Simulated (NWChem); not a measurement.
System: WHO2F3; SMILES [OH][W]([F])([F])([F])=[O]

Here is an NWChem input.

```
start job
memory heap 200 mb stack 900 mb global 1100 mb
geometry units angstroms noautoz
  W      0.029526     0.000097     0.055104
  O     -0.064216    -0.000278     1.727639
  F     -0.023123     1.795774    -0.452689
  F     -0.010605    -1.795886    -0.452779
  F     -1.736810    -0.006085    -0.535873
  O      1.858801     0.006442    -0.269290
  H      2.473175     0.008779    -1.010100
end
basis spherical
  * library def2-svp
end
ecp
  W library def2-ecp
end
dft
  xc xcamb88 1.00 lyp 1.0 hfexch 1.00
  cam 0.33 cam_alpha 0.0 cam_beta 1.0
  iterations 150
  mulliken
end
task dft energy
```

NWChem printed, in part:

```
             Northwest Computational Chemistry Package (NWChem) 7.3.0
             --------------------------------------------------------

 CS  symmetry detected

                             Geometry "geometry" -> ""
                             -------------------------

 Output coordinates in angstroms (scale by  1.889725989 to convert to a.u.)

  No.       Tag          Charge          X              Y              Z
 ---- ---------------- ---------- -------------- -------------- --------------
    1 W                   74.0000     0.00763212     0.03958581     0.00000000
    2 O                    8.0000     0.09037994     1.71270082     0.00000000
    3 F                    9.0000    -0.09193116    -0.46055281     1.79584087
    4 F                    9.0000    -0.09193116    -0.46055281    -1.79584087
    5 F                    9.0000    -1.81108885    -0.36227080     0.00000000
    6 O                    8.0000     1.79263523    -0.47547006     0.00000000
    7 H                    1.0000     2.32566182    -1.27680827     0.00000000

 Effective nuclear repulsion energy (a.u.)    1085.7761467173

      Symmetry information
      --------------------

 Group name             Cs
 Group number              2
 Group order               2
 No. of unique centers     6

                                 NWChem DFT Module
                                 -----------------

 Summary of "ao basis" -> "ao basis" (spherical)
 ------------------------------------------------------------------------------
       Tag                 Description            Shells   Functions and Types
 ---------------- ------------------------------  ------  ---------------------
 W                          def2-svp                12       32   6s3p2d1f
 O                          def2-svp                 6       14   3s2p1d
 F                          def2-svp                 6       14   3s2p1d
 H                          def2-svp                 3        5   2s1p

      Symmetry analysis of basis
      --------------------------

        a'         70
        a"         37

            General Information
            -------------------
          SCF calculation type: DFT
          Wavefunction type:  closed shell.
          No. of atoms     :     7
          No. of electrons :    58
           Alpha electrons :    29
            Beta electrons :    29
          Charge           :     0
          Spin multiplicity:     1
          Use of symmetry is: on ; symmetry adaption is: on
          Maximum number of iterations: 150
          AO basis - number of functions:   107
                     number of shells:    45
          Convergence on energy requested:  1.00D-06
          Convergence on density requested:  1.00D-05
          Convergence on gradient requested:  5.00D-04

              XC Information
              --------------
                     Hartree-Fock (Exact) Exchange  1.000
                   CAM-Becke88 Exchange Functional  1.000
              Lee-Yang-Parr Correlation Functional  1.000

           Range-Separation Parameters
           ---------------------------
           Alpha           :  0.00
           Beta            :  1.00
           Gamma           :  0.33
           Short-Range HF  :     F

             Grid Information
             ----------------
          Grid used for XC integration:  medium
          Radial quadrature: Mura-Knowles
          Angular quadrature: Lebedev.
          Tag              B.-S. Rad. Rad. Pts. Rad. Cut. Ang. Pts.
          ---              ---------- --------- --------- ---------
          W                   1.35      123           9.0       590
          O                   0.60       49          10.0       434
          F                   0.50       49          11.0       434
          H                   0.35       45          11.0       434
          Grid pruning is: on
          Number of quadrature shells:   364
          Spatial weights used:  Erf1

      Superposition of Atomic Density Guess
      -------------------------------------

 Sum of atomic energies:        -520.93573734

      Non-variational initial energy
      ------------------------------

 Total energy =    -514.114861
 1-e energy   =   -1384.815077
 2-e energy   =     544.743540
 HOMO         =      -0.483933
 LUMO         =       0.008512

      Symmetry analysis of molecular orbitals - initial
      -------------------------------------------------

  Numbering of irreducible representations:

     1 a'          2 a"

  Orbital symmetries:

     1 a'          2 a'          3 a"          4 a'          5 a'
     6 a'          7 a'          8 a'          9 a"         10 a'
    11 a'         12 a"         13 a'         14 a'         15 a'
    16 a'         17 a"         18 a"         19 a'         20 a'
    21 a'         22 a"         23 a'         24 a"         25 a'
    26 a"         27 a'         28 a"         29 a'         30 a"
    31 a'         32 a"         33 a'         34 a'         35 a'
    36 a"         37 a'         38 a'         39 a'

     ---------------------------------------------
      Total Density - Mulliken Population Analysis
     ---------------------------------------------

    Atom       Charge   Shell Charges
 -----------   ------   -------------------------------------------------------
    1 W   14    10.50   0.04 -0.35  1.79  0.56  0.21  0.05  5.51  0.58  0.11  1.54  0.26  0.20
    2 O    8     9.03   1.99  1.15  0.74  3.18  1.96  0.01
    3 F    9     9.66   1.99  1.15  0.80  3.54  2.16  0.00
    4 F    9     9.66   1.99  1.15  0.80  3.54  2.16  0.00
    5 F    9     9.66   1.99  1.15  0.80  3.55  2.16  0.00
    6 O    8     8.86   1.99  1.10  0.67  3.12  1.97  0.00
    7 H    1     0.64   0.52  0.06  0.06

   convergence    iter        energy       DeltaE   RMS-Dens  Diis-err
 ---------------- ----- ----------------- --------- --------- ---------
 d= 0,ls=0.0,diis     1   -516.1615424064 -8.42D+02  3.75D-02  5.01D+00
 d= 0,ls=0.0,diis     2   -513.9124982197  2.25D+00  2.53D-02  3.12D+01
 d= 0,ls=0.0,diis     3   -516.6879759195 -2.78D+00  4.37D-03  6.01D-01
 d= 0,ls=0.0,diis     4   -516.7290789756 -4.11D-02  1.38D-03  1.28D-01
 d= 0,ls=0.0,diis     5   -516.7404140808 -1.13D-02  2.03D-04  9.83D-04
  Resetting Diis
 d= 0,ls=0.0,diis     6   -516.7405129511 -9.89D-05  6.83D-05  1.31D-04
 d= 0,ls=0.0,diis     7   -516.7405236269 -1.07D-05  4.52D-05  2.36D-05
 d= 0,ls=0.0,diis     8   -516.7405224298  1.20D-06  2.49D-05  4.30D-05
 d= 0,ls=0.0,diis     9   -516.7405259105 -3.48D-06  4.91D-06  1.25D-07
 d= 0,ls=0.0,diis    10   -516.7405259449 -3.44D-08  2.24D-06  3.83D-08

         Total DFT energy =     -516.740525944881
      One electron energy =    -1386.979334443708
           Coulomb energy =      599.907953385168
    Exchange-Corr. energy =      -55.625820876614
 Nuclear repulsion energy =      325.956675990274

 Numeric. integr. density =       57.999998359329

                  Occupations of the irreducible representations
                  ----------------------------------------------

                     irrep           alpha         beta
                     --------     --------     --------
                     a'               20.0         20.0
                     a"                9.0          9.0

                       DFT Final Molecular Orbital Analysis
                       ------------------------------------

 Vector   27  Occ=2.000000D+00  E=-4.859471D-01  Symmetry=a"
              MO Center= -4.4D-03,  7.6D-01, -1.2D-14, r^2= 2.9D+00
   Bfn.  Coefficient  Atom+Function         Bfn.  Coefficient  Atom+Function
  ----- ------------  ---------------      ----- ------------  ---------------
    38      0.475952  2 O  pz                41      0.327626  2 O  pz
    52      0.199375  3 F  pz                66      0.199375  4 F  pz
    51      0.181976  3 F  py                65     -0.181976  4 F  py
    17      0.168059  1 W  d -1              55     -0.155194  3 F  pz
    69     -0.155194  4 F  pz                 9     -0.148989  1 W  pz

 Vector   28  Occ=2.000000D+00  E=-4.750722D-01  Symmetry=a"
              MO Center=  1.0D+00, -3.9D-01, -9.5D-15, r^2= 2.7D+00
   Bfn.  Coefficient  Atom+Function         Bfn.  Coefficient  Atom+Function
  ----- ------------  ---------------      ----- ------------  ---------------
    94      0.507947  6 O  pz                97      0.366420  6 O  pz
    50      0.274662  3 F  px                64     -0.274662  4 F  px
    53     -0.188486  3 F  px                67      0.188486  4 F  px
    38     -0.118460  2 O  pz                19     -0.098540  1 W  d  1
    41     -0.079663  2 O  pz                80      0.074331  5 F  pz

 Vector   29  Occ=2.000000D+00  E=-4.662557D-01  Symmetry=a'
              MO Center=  7.7D-01,  5.5D-01, -2.4D-14, r^2= 2.9D+00
   Bfn.  Coefficient  Atom+Function         Bfn.  Coefficient  Atom+Function
  ----- ------------  ---------------      ----- ------------  ---------------
    36      0.442463  2 O  px                92     -0.326924  6 O  px
    39      0.309845  2 O  px                93     -0.287078  6 O  py
    95     -0.262923  6 O  px                96     -0.203183  6 O  py
     7     -0.147041  1 W  px                78      0.143279  5 F  px
    81     -0.117818  5 F  px                16      0.073740  1 W  d -2

 Vector   30  Occ=0.000000D+00  E=-3.895485D-02  Symmetry=a"
              MO Center=  8.3D-02, -5.8D-02, -1.2D-14, r^2= 1.7D+00
   Bfn.  Coefficient  Atom+Function         Bfn.  Coefficient  Atom+Function
  ----- ------------  ---------------      ----- ------------  ---------------
    19      0.934823  1 W  d  1              94      0.231738  6 O  pz
    97      0.199119  6 O  pz                80      0.180200  5 F  pz
    50     -0.171865  3 F  px                64      0.171865  4 F  px
    83     -0.144191  5 F  pz                53      0.135498  3 F  px
    67     -0.135498  4 F  px                17      0.083960  1 W  d -1

 Vector   31  Occ=0.000000D+00  E= 1.396463D-02  Symmetry=a"
              MO Center=  1.4D-02,  2.9D-01,  1.6D-14, r^2= 1.9D+00
   Bfn.  Coefficient  Atom+Function         Bfn.  Coefficient  Atom+Function
  ----- ------------  ---------------      ----- ------------  ---------------
    17      0.916814  1 W  d -1              38     -0.340367  2 O  pz
    41     -0.290336  2 O  pz                52      0.155433  3 F  pz
    66      0.155433  4 F  pz                55     -0.132396  3 F  pz
    69     -0.132396  4 F  pz                51      0.119869  3 F  py
    65     -0.119869  4 F  py                15     -0.106148  1 W  pz

 Vector   32  Occ=0.000000D+00  E= 1.607653D-02  Symmetry=a'
              MO Center=  7.3D-02,  2.7D-01,  5.1D-15, r^2= 2.0D+00
   Bfn.  Coefficient  Atom+Function         Bfn.  Coefficient  Atom+Function
  ----- ------------  ---------------      ----- ------------  ---------------
    16      0.900075  1 W  d -2              36     -0.328250  2 O  px
    39     -0.277898  2 O  px                95     -0.193864  6 O  px
    92     -0.172277  6 O  px                78      0.165584  5 F  px
    20      0.157743  1 W  d  2              13     -0.156594  1 W  px
    81     -0.143643  5 F  px                93     -0.116841  6 O  py

     ---------------------------------------------
      Total Density - Mulliken Population Analysis
     ---------------------------------------------

    Atom       Charge   Shell Charges
 -----------   ------   -------------------------------------------------------
    1 W   14    12.77   0.04 -0.37  1.91  0.48  0.32  0.01  5.64  0.58  0.24  3.04  0.56  0.30
    2 O    8     8.24   1.99  1.11  0.76  2.78  1.57  0.01
    3 F    9     9.29   1.99  1.12  0.81  3.34  2.03  0.00
    4 F    9     9.29   1.99  1.12  0.81  3.34  2.03  0.00
    5 F    9     9.28   1.99  1.12  0.81  3.34  2.02  0.00
    6 O    8     8.38   1.99  1.05  0.67  2.91  1.76  0.01
    7 H    1     0.76   0.64  0.05  0.06

     -------------------------------------------
      Total Density - Lowdin Population Analysis
     -------------------------------------------

    Atom       Charge   Shell Charges
 -----------   ------   -------------------------------------------------------
    1 W   14    13.63   0.00  0.04  1.09  0.79  0.34  0.14  5.00  1.30  0.42  2.77  1.21  0.54
    2 O    8     8.07   1.98  0.96  0.69  2.65  1.77  0.02
    3 F    9     9.12   1.98  1.01  0.77  3.21  2.14  0.01
    4 F    9     9.12   1.98  1.01  0.77  3.21  2.14  0.01
    5 F    9     9.11   1.98  1.01  0.77  3.21  2.13  0.01
    6 O    8     8.09   1.97  0.86  0.59  2.75  1.91  0.01
    7 H    1     0.87   0.53  0.16  0.18

     Multipole analysis of the density
     ---------------------------------

     L   x y z        total         alpha         beta         nuclear
     -   - - -        -----         -----         ----         -------
     0   0 0 0     -0.000000    -29.000000    -29.000000     58.000000

     1   1 0 0      0.987424      0.926391      0.926391     -0.865357
     1   0 1 0     -0.921025      1.783678      1.783678     -4.488380
     1   0 0 1     -0.000000     -0.000000     -0.000000      0.000000

     2   2 0 0    -35.737581   -126.528608   -126.528608    217.319636
     2   1 1 0     -3.975613      1.366410      1.366410     -6.708433
     2   1 0 1     -0.000000     -0.000000     -0.000000      0.000000
     2   0 2 0    -35.793738    -74.902886    -74.902886    114.012035
     2   0 1 1      0.000000      0.000000      0.000000      0.000000
     2   0 0 2    -40.972879   -124.138009   -124.138009    207.303140
```

Level: LC-BLYP (range parameter 0.33 per bohr)/def2-SVP with def2 effective core potentials on W. Structure relaxed at the PBE0/def2-SVP level. No frequency run checked for a minimum. def2 effective core potentials on W; no spin-orbit coupling.
